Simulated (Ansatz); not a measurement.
Computed with Ansatz on PBE0-D4/def2-TZVP structures; ΔE is electronic, products minus reactants. CCSD(T)/CBS is the MP2 limit (def2-TZVPP, def2-QZVPP) plus CCSD(T) − MP2 in def2-TZVPP, frozen cores. Functionals use def2-TZVPP. def2 core potentials past Kr. For Se, Sn outer-core shells are correlated without core-valence functions, which leaves a few kJ/mol of doubt a bond. Scalar relativity is left out up to krypton. Each species was taken in one conformer, which may not be the lowest.

`C[O][SnH2][SeH]` + `[OH][AlH][AlH2]` → `[AlH2][AlH][SeH]` + `C[O][SnH2][OH]`  (redistribution)

```tsv
level	ΔE (kcal/mol)
ωB97M-V	17.5
MP2/def2-QZVPP	18.0
```

Q: What does CCSD(T)/CBS give? (Estimate.)

A: The calculation gave: +17.1 kcal/mol. The listed levels differ from it by 0.4, 0.9 kcal/mol.

Largest T1 diagnostic among the species: 0.014.
